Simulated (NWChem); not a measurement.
Molecule: SiNH3, singlet; SMILES N[SiH]

Results from NWChem. Low-valent species are run as closed-shell singlets; no triplet was tried in these runs. The geometry was optimised at PBE0/def2-SVP. Ions are spin-unrestricted doublets at the neutral geometry; other ion states weren't tried.

### Question
Predict the results for PBE/def2-SVP. Quantities: vertical ionisation energy, ΔSCF (eV); −ε(HOMO) (eV).

### Answer
```json
{
 "vertical ionisation energy, ΔSCF (eV)": "8.60",
 "−ε(HOMO) (eV)": "5.14"
}
```
